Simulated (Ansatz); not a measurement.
BH4P (SMILES BP) moved off its minimum; all values from Ansatz (a first-principles code), cores frozen in correlated methods.
(charge 0, multiplicity 1)
```xyz
6

B      0.1007    -0.4067    -1.1791
H     -0.6731    -0.1235    -1.9749
H      0.8373    -1.3399    -1.5376
P     -0.1100     0.1082     0.5436
H     -0.3231     1.4795     0.4541
H      1.1310     0.1672     0.9812
```

Forces at HF/def2-TZVPP (eV/Å):

```json
[
 {"atom": "B1", "Fx": "0.941", "Fy": "-2.275", "Fz": "-1.508"},
 {"atom": "H2", "Fx": "-0.730", "Fy": "0.689", "Fz": "-0.795"},
 {"atom": "H3", "Fx": "-0.359", "Fy": "0.992", "Fz": "0.615"},
 {"atom": "P4", "Fx": "-1.766", "Fy": "0.459", "Fz": "0.737"},
 {"atom": "H5", "Fx": "-0.294", "Fy": "0.211", "Fz": "-0.046"},
 {"atom": "H6", "Fx": "2.209", "Fy": "-0.077", "Fz": "0.997"}
]
```

Problem. Give the forces (eV/Å), the total energy and the dipole at CCSD(T)/aug-cc-pV(T+d)Z.

Solution. 
```json
[
 {"atom": "B1", "Fx": "1.007", "Fy": "-1.930", "Fz": "-0.983"},
 {"atom": "H2", "Fx": "-0.837", "Fy": "0.667", "Fz": "-0.830"},
 {"atom": "H3", "Fx": "-0.318", "Fy": "0.832", "Fz": "0.581"},
 {"atom": "P4", "Fx": "-1.867", "Fy": "0.104", "Fz": "0.264"},
 {"atom": "H5", "Fx": "-0.303", "Fy": "0.380", "Fz": "-0.045"},
 {"atom": "H6", "Fx": "2.319", "Fy": "-0.054", "Fz": "1.014"}
]
```
Energy -368.0611 hartree, dipole 0.85 D.
